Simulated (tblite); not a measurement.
Run record: tight-binding relaxation, `CB(C)OB(Cl)B(O)O`.

Computed with GFN2-xTB geometry optimisation, gas phase (tblite 0.8.0). Start geometry: from a force field or distance geometry. The input is one job of a driver script: a line of settings, then coordinates in Å.

Command:
```bash
OMP_NUM_THREADS=1 python probes_run.py task.json out
```

Input:
```
{"job": {"kind": "relax", "xc": "GFN2-xTB", "basis": "xTB"}, "charge": 0, "multiplicity": 1}
C     -0.970800     1.438900     0.779000
B     -0.994300    -0.138500     0.630600
C     -2.300600    -0.879300     0.140000
O      0.167300    -0.923900     1.073600
B      1.002700    -1.157700    -0.096100
Cl     0.724400    -2.655600    -1.149200
B      2.324800    -0.183200    -0.409700
O      2.633300     0.943700     0.478500
O      3.211400    -0.488300    -1.529900
H     -1.824000     1.760900     1.434000
H     -1.095000     1.900400    -0.224900
H     -0.028600     1.773500     1.235500
H     -2.166800    -1.973900     0.162300
H     -3.153500    -0.613300     0.799400
H     -2.542600    -0.543500    -0.897400
H      2.171400     1.715100     0.067900
H      2.833800     0.036500    -2.284800
```

Output:
```
step      E/eV     max force
  0    -786.13936    4.074
  1    -786.77956    2.701
  2    -787.11534    2.379
  3    -787.23486    1.325
  4    -787.39477    0.959
  5    -787.45121    0.826
  6    -787.62763    1.738
  7    -787.71706    0.987
  8    -787.82200    0.692
  9    -787.89516    0.790
... (130 lines left out)
140    -789.31096    0.051
141    -789.31115    0.033
142    -789.31128    0.029
143    -789.31139    0.036
144    -789.31149    0.022
145    -789.31157    0.021
146    -789.31166    0.017
147    -789.31172    0.018
148    -789.31175    0.014
149    -789.31177    0.008
```

«max force» is the largest atomic force in eV/Å.

**Question.** From which step on does the largest force stay under 0.1 eV/Å, and how much energy is left to gain from there?

**Answer.** From step 112 (0.078 eV/Å), 19.3 meV above the end.

In short: energy lowered by 73.2 kcal/mol over 149 steps; largest atomic force 0.008 eV/Å at the end.

**Question.** Give the final coordinates.

**Answer.** 1.186 Å rms from the input after alignment:
```
atom  x, y, z in Å
C1    -1.5517    1.1540    1.6023
B2    -1.2231    0.0087    0.5421
C3    -2.3742   -0.6498   -0.3467
O4     0.0218   -0.3771    0.3642
B5     1.2448   -0.7885    0.2228
Cl6    1.7266   -2.1234    1.2859
B7     2.3893   -0.1526   -0.8767
O8     3.1065    0.9425   -0.5210
O9     2.5580   -0.7575   -2.0786
H10   -2.2816    0.8118    2.3321
H11   -1.9894    2.0200    1.1105
H12   -0.6688    1.4863    2.1416
H13   -2.2395   -1.7244   -0.4418
H14   -3.3703   -0.4659    0.0435
H15   -2.3400   -0.2430   -1.3561
H16    3.7590    1.2656   -1.1484
H17    3.2258   -0.3947   -2.6670
```

Hardware: one thread, Arm Neoverse N1 (aarch64), shared host. Cost: 2.0 s.
Labels such as C1 count atoms from 1, the log's own numbers from 0.
